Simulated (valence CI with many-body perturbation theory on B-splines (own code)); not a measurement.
**E1 line list for Cs⁴¹⁺**

Method: relativistic CI+MBPT: four valence electrons over a frozen Dirac-Fock core [Ne], a basis of 11 s, 11 p, 10 d, 8 f, 5 g, 2 h functions for each j, with the one-electron correlation potential Σ1, the two-electron term Σ2, the three-electron term Σ3, Breit, model QED; selected CI, second order for the rest, scaled by the run's own slope (own B-spline code, finite nucleus).

No measured spectrum was set against this ion. As an estimate, large intervals hold to a few tenths of a per cent, small ones and those within an open d or f shell to about a per cent. Among the levels kept, up to 650 cm⁻¹ of a level comes from second order outside the variational space, and about a tenth of that is noise between levels of different J, which matters for small intervals.

Lines 151 to 200 of 543 in falling wavelength, among levels below 697.29 eV, chosen from the strongest by gf and those to the six lowest levels. Wavelengths and rates use the calculated energies. Electric multipoles are in the length gauge, E1 and E2 with the static RPA response of the core. Weak lines are less certain than strong ones. Lines between different terms over intervals too small for the method are left out, as are lines whose strength nearly cancels. Where a level lies close to another of its J and parity, the split of strength between their lines is uncertain. The highest levels of a list are the least certain.

Levels are named by their leading jj configuration (3d3/2^4 stands for four electrons in 3d with j = 3/2), which in mixed levels can hold well under half, so a name can repeat and another be missing. Letters in brackets count levels of one name in rising energy.

```tsv
λ vac (Å)	Upper	Lower	A (s⁻¹)	S (a.u.)
66.20	(3s 3p1/2 3d3/2 3d5/2) J=4 [b]	(3s 3p1/2 3p3/2 3d3/2) J=4	1.27e+10	1.64e-02
66.16	(3p1/2 3p3/2^2 3d5/2) J=3 [b]	(3s 3p1/2 3p3/2 3d5/2) J=2 [c]	9.29e+10	9.29e-02
66.03	(3s 3p1/2 3p3/2 3d5/2) J=4 [c]	(3s 3p1/2 3p3/2^2) J=3	1.26e+11	1.61e-01
66.00	(3p1/2 3p3/2^2 3d5/2) J=3 [b]	(3s 3p1/2 3p3/2 3d5/2) J=3 [d]	2.86e+10	2.84e-02
65.83	(3s 3p3/2 3d3/2^2) J=3	(3s 3p1/2 3p3/2 3d5/2) J=2 [d]	1.72e+10	1.69e-02
65.82	(3s 3p1/2^2 3d5/2) J=2	(3s 3p1/2^2 3p3/2) J=2	2.45e+10	1.72e-02
65.72	(3s^2 3p1/2 3d5/2) J=2	(3s^2 3p1/2 3p3/2) J=2	4.73e+09	3.31e-03
65.68	(3s 3p3/2^2 3d3/2) J=3 [a]	(3s^2 3p3/2 3d3/2) J=3	3.33e+10	3.26e-02
65.59	(3s 3p3/2^2 3d3/2) J=3 [a]	(3s^2 3p3/2 3d3/2) J=2	9.06e+10	8.83e-02
65.53	(3p1/2 3p3/2^2 3d5/2) J=4 [a]	(3s 3p1/2 3p3/2 3d5/2) J=3 [c]	1.58e+11	1.97e-01
65.47	(3s 3p1/2 3p3/2 3d5/2) J=2 [a]	(3s 3p1/2 3p3/2^2) J=2 [a]	7.24e+10	5.01e-02
65.45	(3p1/2 3p3/2^2 3d3/2) J=1 [c]	(3s 3p1/2 3p3/2 3d5/2) J=0	4.39e+10	1.82e-02
65.44	(3s 3p1/2 3d5/2^2) J=5	(3s 3p1/2 3p3/2 3d5/2) J=5	3.82e+10	5.82e-02
65.40	(3s 3p1/2 3d3/2 3d5/2) J=2 [d]	(3s 3p1/2 3p3/2 3d3/2) J=2 [d]	4.32e+10	2.98e-02
65.35	(3p1/2 3p3/2^2 3d3/2) J=2 [a]	(3s 3p1/2 3p3/2 3d5/2) J=2 [a]	6.67e+10	4.59e-02
65.28	(3s 3p3/2^2 3d5/2) J=2 [c]	(3s 3p3/2^3) J=1	3.61e+11	2.48e-01
65.12	(3s 3p1/2 3p3/2 3d5/2) J=3 [a]	(3s^2 3p1/2 3d5/2) J=3	3.86e+10	3.68e-02
64.98	(3p1/2 3p3/2^2 3d3/2) J=1 [a]	(3s 3p1/2 3p3/2 3d3/2) J=1 [c]	8.96e+10	3.64e-02
64.93	(3p1/2 3p3/2^2 3d5/2) J=5	(3s 3p1/2 3p3/2 3d5/2) J=4 [c]	1.47e+11	2.19e-01
64.92	(3s 3p1/2 3d5/2^2) J=2 [a]	(3s 3p1/2 3p3/2 3d5/2) J=2 [a]	4.44e+10	3.00e-02
64.86	(3s 3p1/2 3d5/2^2) J=2 [b]	(3s 3p1/2 3p3/2 3d3/2) J=1 [c]	2.42e+10	1.63e-02
64.83	(3s 3p1/2 3d5/2^2) J=4 [a]	(3s 3p1/2 3p3/2 3d5/2) J=4 [a]	3.47e+10	4.21e-02
64.79	(3s 3p3/2^2 3d5/2) J=2 [b]	(3s 3p3/2^3) J=2	3.64e+11	2.44e-01
64.78	(3p1/2 3p3/2^2 3d5/2) J=3 [c]	(3s 3p1/2 3p3/2 3d5/2) J=2 [d]	3.05e+10	2.86e-02
64.78	(3s 3p3/2^2 3d5/2) J=3 [c]	(3s 3p3/2^3) J=2	2.86e+11	2.68e-01
64.75	(3s 3p1/2 3p3/2 3d5/2) J=3 [c]	(3s^2 3p1/2 3d5/2) J=2	2.12e+11	1.99e-01
64.69	(3s 3p1/2 3d5/2^2) J=4 [b]	(3s 3p1/2 3p3/2 3d3/2) J=3 [c]	4.65e+10	5.59e-02
64.59	(3p1/2 3p3/2^2 3d3/2) J=3 [a]	(3s 3p1/2 3p3/2 3d3/2) J=3 [c]	2.74e+10	2.55e-02
64.55	(3p1/2 3p3/2^2 3d5/2) J=2 [a]	(3s 3p1/2 3p3/2 3d5/2) J=2 [c]	2.50e+10	1.66e-02
64.46	(3s^2 3d3/2 3d5/2) J=2	(3s^2 3p3/2 3d3/2) J=1	1.17e+11	7.75e-02
64.45	(3s 3p1/2 3d5/2^2) J=3	(3s 3p1/2 3p3/2 3d5/2) J=3 [a]	6.13e+10	5.67e-02
64.42	(3s 3p1/2 3d5/2^2) J=2 [b]	(3s 3p1/2 3p3/2 3d5/2) J=3 [a]	5.59e+10	3.69e-02
64.35	(3s 3p1/2 3p3/2^2) J=3	(3s^2 3p1/2 3p3/2) J=2	8.07e+10	7.43e-02
64.35	(3s 3p1/2 3p3/2 3d5/2) J=2 [d]	(3s 3p1/2 3p3/2^2) J=1 [a]	2.77e+10	1.82e-02
64.29	(3s 3p1/2 3d3/2 3d5/2) J=1 [a]	(3s 3p1/2 3p3/2 3d3/2) J=1 [a]	5.18e+10	2.04e-02
64.28	(3s^2 3d3/2 3d5/2) J=2	(3s^2 3p3/2 3d3/2) J=2	4.54e+10	2.98e-02
64.22	(3s^2 3d5/2^2) J=2	(3s^2 3p3/2 3d5/2) J=2	1.24e+11	8.11e-02
64.08	(3p1/2 3p3/2^2 3d3/2) J=1 [c]	(3s 3p1/2 3p3/2 3d5/2) J=1 [c]	5.06e+10	1.97e-02
63.98	(3s^2 3p3/2 3d5/2) J=3	(3s^2 3p3/2^2) J=2	2.54e+11	2.30e-01
63.97	(3p1/2 3p3/2^2 3d5/2) J=2 [a]	(3s 3p1/2 3p3/2 3d5/2) J=1 [c]	1.08e+11	6.95e-02
63.95	(3p1/2 3p3/2^2 3d3/2) J=3 [b]	(3s 3p1/2 3p3/2 3d3/2) J=2 [e]	1.58e+11	1.43e-01
63.90	(3s 3p1/2 3d3/2 3d5/2) J=3 [d]	(3s 3p1/2 3p3/2 3d3/2) J=3 [b]	2.59e+10	2.33e-02
63.82	(3p1/2 3p3/2^2 3d5/2) J=3 [a]	(3s 3p1/2 3p3/2 3d5/2) J=2 [a]	5.47e+10	4.91e-02
63.77	(3p1/2 3p3/2^2 3d3/2) J=4	(3s 3p1/2 3p3/2 3d5/2) J=3 [a]	1.41e+10	1.62e-02
63.72	(3s 3p3/2^2 3d3/2) J=1 [b]	(3s^2 3p3/2 3d3/2) J=0	9.50e+10	3.64e-02
63.52	(3s 3p1/2 3d5/2^2) J=4 [b]	(3s 3p1/2 3p3/2 3d5/2) J=5	2.94e+10	3.34e-02
63.51	(3s^2 3p1/2 3d5/2) J=2	(3s^2 3p1/2 3p3/2) J=1	1.78e+11	1.13e-01
63.41	(3s 3p1/2 3d5/2^2) J=1 [c]	(3s 3p1/2 3p3/2 3d5/2) J=2 [c]	1.77e+11	6.67e-02
63.39	(3s 3p1/2 3d3/2 3d5/2) J=3 [d]	(3s 3p1/2 3p3/2 3d3/2) J=2 [c]	2.29e+10	2.02e-02
63.36	(3p1/2 3p3/2^2 3d3/2) J=2 [b]	(3s 3p1/2 3p3/2 3d5/2) J=2 [b]	3.29e+10	2.07e-02
```
